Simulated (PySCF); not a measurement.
Ga, doublet.

Input for PySCF:
```python
from pyscf import gto, scf, dft

mol = gto.M(
    atom='''
Ga    0.000000    0.000000    0.000000
''',
    basis='def2-svpd',
    charge=0,
    spin=1,
    verbose=4,
)

mf = dft.UKS(mol)
mf.xc = 'wb97x_v'
mf.grids.atom_grid = (99, 590)
mf.grids.prune = None
mf.kernel()
```

Problem. What does this run give for the number of basis functions, HOMO energy?

Solution. 
| Quantity | Value |
|---|---|
| number of basis functions | 38 |
| HOMO energy | -5.63 eV |

These values belong to the state on which the SCF converged, which isn't shown to be the lowest.
